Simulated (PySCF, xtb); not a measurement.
C6H4Cl, SMILES Clc1cc[c]cc1, multiplicity 2.

Harmonic wavenumbers (cm⁻¹) from GFN2-xTB in xtb at its own minimum, in rising order: 188, 271, 336, 387, 431, 557, 616, 668, 765, 826, 885, 897, 935, 1073, 1105, 1105, 1159, 1224, 1264, 1387, 1410, 1501, 1601, 3083, 3083, 3092, 3093.

### Question
What does PySCF with PBE-D3(BJ)/def2-SVP give at its own minimum? (Estimate from the structure and the level; the computed values follow.)

### Answer
195, 291, 391, 412, 452, 583, 661, 686, 767, 770, 913, 928, 954, 1023, 1061, 1076, 1121, 1231, 1333, 1370, 1422, 1539, 1602, 3113, 3114, 3135, 3136. Paired by order, the mean absolute difference is 30 cm⁻¹ and the zero-point energies are 47.1 and 47.6 kcal/mol.
